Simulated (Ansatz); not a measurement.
Molecule: sum formula CrO2F, net charge 0, doublet state. The spin state was set by rule; other spins were not relaxed. 
Structure (B3LYP-D3(BJ)/def2-TZVP (Ansatz, a first-principles code) minimum search):
```xyz
4

Cr     0.0533     0.0422     0.0700
O      1.4819    -0.3685    -0.4280
O     -0.4694    -0.7738     1.3023
F     -1.0422     0.9030    -0.9638
```
Charge 0, spin multiplicity 2.

Total electronic energies in hartree. Cores are frozen in the correlated levels unless marked. Open shells are spin-unrestricted. Spin-orbit coupling is left out. Frozen are the shells of the preceding noble gas and the d and f shells that filled before the atom's block. No relativistic terms.  The program attaches cautions to a run behind HF/6-31G*: large difference. The program attaches cautions to a run behind HF/def2-SVP: large difference. The program attaches cautions to a run behind MP2/STO-3G: large difference. The program attaches cautions to a run behind MP2/def2-SVP: large difference. The program attaches cautions to a run behind MP2/def2-SVPD: large difference. The program attaches cautions to a run behind SCS-MP2/def2-SVPD: large difference. The program attaches cautions to a run behind CCSD/def2-SVPD: large difference. The program attaches cautions to a run behind CCSD(T)/STO-3G: large difference. The program attaches cautions to a run behind CCSD(T)/6-31G*: large difference.

The UHF reference is spin-contaminated (<S^2> 1.71 over the pure value in the largest basis). The T1 diagnostic of CCSD in the largest basis is 0.123, which is high, so the coupled-cluster rows are less sure than usual.

```json
[
 {"level": "HF/6-31G*", "program": "Ansatz", "energy (Eh)": "-1292.31526"},
 {"level": "HF/def2-SVP", "program": "Ansatz", "energy (Eh)": "-1292.03958"},
 {"level": "HF/def2-QZVPP", "program": "Ansatz", "energy (Eh)": "-1292.55622"},
 {"level": "PBE/def2-TZVPD", "program": "Ansatz", "energy (Eh)": "-1294.51236"},
 {"level": "revPBE-D4/def2-TZVPD", "program": "Ansatz + dftd4", "energy (Eh)": "-1294.81014"},
 {"level": "r2SCAN-D4/def2-TZVPD", "program": "Ansatz + dftd4", "energy (Eh)": "-1294.82318"},
 {"level": "B3LYP-D4/def2-TZVPD", "program": "Ansatz + dftd4", "energy (Eh)": "-1294.94773"},
 {"level": "B3LYP/def2-TZVPD", "program": "Ansatz", "energy (Eh)": "-1294.94309"},
 {"level": "PBE0-D3(BJ)/def2-TZVP", "program": "Ansatz + dftd3", "energy (Eh)": "-1294.43603"},
 {"level": "PBE0/def2-QZVPP", "program": "Ansatz", "energy (Eh)": "-1294.47633"},
 {"level": "BHLYP-D4/def2-TZVPD", "program": "Ansatz + dftd4", "energy (Eh)": "-1294.69675"},
 {"level": "CAM-B3LYP-D3(BJ)/def2-TZVPD", "program": "Ansatz + dftd3", "energy (Eh)": "-1294.88711"},
 {"level": "LC-wPBE-D4/def2-TZVPD", "program": "Ansatz + dftd4", "energy (Eh)": "-1294.57122"},
 {"level": "B2GP-PLYP/def2-TZVPD", "program": "Ansatz", "energy (Eh)": "-1294.30443"},
 {"level": "MP2/STO-3G", "program": "Ansatz", "energy (Eh)": "-1278.43379"},
 {"level": "MP2/def2-SVP", "program": "Ansatz", "energy (Eh)": "-1292.67486"},
 {"level": "MP2/def2-SVPD", "program": "Ansatz", "energy (Eh)": "-1292.73709"},
 {"level": "RI-MP2/def2-QZVPPD", "program": "Ansatz", "energy (Eh)": "-1293.46670"},
 {"level": "SCS-MP2/def2-SVPD", "program": "Ansatz", "energy (Eh)": "-1292.68726"},
 {"level": "CCSD/def2-SVPD", "program": "Ansatz", "energy (Eh)": "-1292.84238"},
 {"level": "CCSD(T)/STO-3G", "program": "Ansatz", "energy (Eh)": "-1278.53762"},
 {"level": "CCSD(T)/6-31G*", "program": "Ansatz", "energy (Eh)": "-1293.08885"}
]
```

Totals of different functionals don't rank their quality; only differences between species are comparable.
